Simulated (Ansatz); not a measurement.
CH5B2N, relaxed with RKS PBE0-D4/def2-TZVP in the Gaussian-basis code of Ansatz from a PBE-D4/def2-SVP geometry. The force threshold is 0.005 eV/Å; the program also tests the step.

Total charge 0; spin multiplicity 1. The bonds changed during the relaxation, so this is another structure than the one it started from.

Start:

```xyz
9

B     0.676    0.538    0.857
C     0.226    0.684   -0.551
B    -0.383   -0.692    0.214
N    -1.114    0.170   -0.714
H    -0.362    0.053    1.493
H     1.710    0.597    1.470
H     0.892    0.761   -1.429
H    -0.308   -1.893    0.299
H    -1.337   -0.218   -1.638
```

By how much does the energy fall, and how many steps does the optimiser take? (Best estimate.)

Ansatz gave: 3.97 kJ/mol, in 9 steps, 1 of them rejected.

Which bonds change most? (Estimate.)

Computed: B1–B3 from 1.746 to 1.724 Å; B1–C2 from 1.485 to 1.464 Å; B1–H6 from 1.203 to 1.182 Å; B3–H8 from 1.207 to 1.186 Å.

Give the relaxed structure. (Estimate.)

The calculation gave: 
```xyz
9

B     0.675    0.526    0.840
C     0.230    0.674   -0.547
B    -0.376   -0.687    0.213
N    -1.109    0.176   -0.703
H    -0.349    0.033    1.462
H     1.678    0.604    1.459
H     0.878    0.751   -1.414
H    -0.311   -1.868    0.308
H    -1.317   -0.209   -1.617
```
